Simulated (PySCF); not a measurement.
C8H6F2O.
Numbering: `[F:1][c:2]1[cH:3][c:4]([F:5])[c:6]2[c:7]([cH:8]1)[CH2:9][CH2:10][O:11]2` (hydrogens: H12 on C3; H13 on C8; H14, H15 on C9; H16, H17 on C10)

Computed with PySCF 2.14.0, PBE0-D3(BJ)/def2-SVP geometry optimisation, gas phase.

Give the optimised bond lengths and angles.

```
            bond  length (bohr)     order
           F1–C2          2.521    single
           C2–C3          2.631  aromatic
           C3–C4          2.629  aromatic
           C4–F5          2.510    single
           C4–C6          2.632  aromatic
           C6–C7          2.633  aromatic
           C7–C8          2.627  aromatic
           C7–C9          2.842    single
          C9–C10          2.917    single
         C10–O11          2.707    single
           C2–C8          2.631  aromatic
          C6–O11          2.543    single
          C3–H12          2.060    single
          C8–H13          2.061    single
  C9–H14, C9–H15          2.081    single
C10–H16, C10–H17          2.080    single
```

Bonds in one row agree within 0.02 bohr and their mean is given. Orders are formal, as drawn. A selection of angles:
```
      angle  degrees
   F1–C2–C3    118.6
   F1–C2–C8    119.2
   C3–C2–C8    122.2
   C2–C3–C4    119.3
  C2–C3–H12    120.6
  C4–C3–H12    120.0
   C3–C4–F5    120.1
   C3–C4–C6    119.5
   F5–C4–C6    120.4
   C4–C6–C7    120.1
  C4–C6–O11    125.5
  C7–C6–O11    114.4
   C6–C7–C8    121.4
   C6–C7–C9    107.3
   C8–C7–C9    131.3
  C7–C8–H13    122.6
   C2–C8–C7    117.4
  C2–C8–H13    119.9
  C7–C9–C10    102.2
  C7–C9–H14    111.8
 C10–C9–H14    112.1
 H14–C9–H15    107.1
 C9–C10–O11    107.8
 C9–C10–H16    112.6
 C9–C10–H17    112.3
O11–C10–H16    107.9
H16–C10–H17    108.0
 C6–O11–C10    108.3
```

Dihedral angles: C6–C7–C9–C10 1° (synperiplanar); C7–C9–C10–O11 -2° (synperiplanar); C9–C10–O11–C6 2° (synperiplanar); C4–C6–O11–C10 179° (antiperiplanar).

The C–O distances run from 1.346 Å (C6–O11, drawn single) to 1.433 Å (C10–O11, drawn single), a spread of 0.087 Å. The 6-membered ring C2–C3–C4–C6–C7–C8 has internal angles of 117.4° to 122.2°; it is planar, 0.00 Å rms from its mean plane, widest ring torsion 0°. The 8 C–C bonds span 1.390 Å (C7–C8, aromatic) to 1.544 Å (C9–C10, drawn single), a spread of 0.154 Å. The 11 heavy atoms lie in one plane (0.007 Å rms). The 5-membered ring C6–C7–C9–C10–O11 has internal angles of 102.2° to 114.4° (sum 540°, against 540° for a flat polygon); it is planar, 0.01 Å rms from its mean plane, widest ring torsion 2°.

Not checked by PBE0-D3(BJ)/def2-SVP frequencies.
